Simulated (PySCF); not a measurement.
A side-by-side comparison of computed properties.

First species: C₃H₁₂SSi₃.
SMILES with atom numbers: `[CH2:1]=[C:2]([CH3:3])[SiH2:4][SiH2:5][S:6][SiH3:7]` (hydrogens: H8, H9 on C1; H10, H11, H12 on C3; H13, H14 on Si4; H15, H16 on Si5; H17, H18, H19 on Si7)

Second species: C5H15NSSi2.
Geometry (GFN2-xTB, Å), atoms numbered from 1 in this order:
```
atom  x, y, z in Å
C1     4.1538    0.1025   -0.8335
S2     2.5508    0.5572   -1.5488
Si3    1.2767   -0.3536   -0.0614
Si4    1.6833    0.3805    2.0962
N5    -0.2688    0.1704   -0.5771
C6    -1.4807   -0.2317    0.0655
C7    -2.7285    0.6253   -0.2192
C8    -3.5284   -0.6553   -0.5057
C9    -2.2231   -1.4657   -0.4953
H10    4.2340   -0.9786   -0.7714
H11    4.9211    0.4928   -1.4938
H12    4.2532    0.5466    0.1525
H13    1.5191   -1.8038   -0.2498
H14    3.0268    0.0037    2.5555
H15    1.5803    1.8308    2.2752
H16    0.7417   -0.2423    3.0316
H17   -0.4067    0.3863   -1.5544
H18   -1.2703   -0.3306    1.1320
H19   -2.5970    1.2525   -1.0988
H20   -3.0814    1.2415    0.6041
H21   -4.1997   -0.9249    0.3065
H22   -4.0846   -0.6672   -1.4406
H23   -2.2093   -2.3552    0.1302
H24   -1.8739   -1.7282   -1.4921
```

Levels: PBE0/pcSseg-1 for dipole moment, HOMO energy, LUMO energy and HOMO–LUMO gap; GFN2-xTB for rotational constant A and rotational constant C. Geometries: GFN2-xTB. All species are isolated and taken at one optimised geometry, non-relativistic unless stated; the electronic structure was computed with PySCF and density fitting.

The conformers computed, where there is a choice (atom-mapped SMILES and torsion angles):
- `[CH2:1]=[C:2]([CH3:3])[SiH2:4][SiH2:5][S:6][SiH3:7]`: C1–C2–Si4–Si5 -129°, C2–Si4–Si5–S6 31°, Si4–Si5–S6–Si7 58°
- `[CH3:1][S:2][Si@@H:3]([SiH3:4])[NH:5][CH:6]1[CH2:7][CH2:8][CH2:9]1`: C1–S2–Si3–Si4 56°, S2–Si3–N5–C6 177°, Si3–N5–C6–C7 162°

```tsv
property	column X	column Y
dipole moment	1.13 D	1.55 D
HOMO energy	-6.61 eV	-7.06 eV
LUMO energy	-0.44 eV	-0.80 eV
HOMO–LUMO gap	6.17 eV	6.26 eV
rotational constant A	1.624 GHz	1.446 GHz
rotational constant C	0.414 GHz	0.681 GHz
```

Which column belongs to which species?

Column X is the second species and column Y the first. The first has 19 atoms and 88 electrons, the second 24 and 96.

How does each property change from the first species to the second?

dipole moment -0.42 D; HOMO energy +0.45 eV; LUMO energy +0.36 eV; HOMO–LUMO gap -0.09 eV; rotational constant A +0.178 GHz; rotational constant C -0.267 GHz.

On the first: A dipole of 1.55 D is allowed in C1, and pure rotational transitions are dipole-allowed. The dipole matches unit charges of opposite sign 0.32 Å apart (1 e·Å = 4.8032 D).

On the second: In atomic units the dipole is 0.44 e·bohr (1 au = 2.5417 D). A dipole of 1.13 D is allowed in C1, and pure rotational transitions are dipole-allowed. GFN2-xTB frequencies show an imaginary mode (24i cm⁻¹), so this geometry is no minimum at that level.
